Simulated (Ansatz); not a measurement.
Correlation energies of F4SW (`[F][W]([F])([F])([F])=[S]`) by basis set

```xyz
6

F     0.026    0.006   -1.852
W    -0.018   -0.002   -0.006
F    -0.684    1.715   -0.146
F    -0.292   -1.823   -0.153
F    -1.003   -0.114    1.553
S     1.971    0.217    0.603
```

Charge 0, multiplicity 1. Correlated methods include outer-core shells of W, which these sets cover unevenly. W: def2 effective core potential. The structure was optimised at the PBE0-D4/def2-TZVP level. Frozen core, restricted reference, Ansatz 0.2.0.

```tsv
basis	HF (Eh)	MP2 corr.	CCSD corr.	(T)	CCSD(T) total
def2-SVP	-861.39758	-1.26157	-1.22109	?	?
def2-TZVPP	-862.08613	?	-1.63418	?	?
def2-QZVPP	-862.11713	?	–	–	–
```

**Question.** Fill in the withheld values. (Estimate.)

**Answer.** Computed: def2-SVP (T): -0.04726; def2-SVP CCSD(T) total: -862.66593; def2-TZVPP MP2 corr.: -1.68175; def2-TZVPP (T): -0.07855; def2-TZVPP CCSD(T) total: -863.79886; def2-QZVPP MP2 corr.: -1.85284.
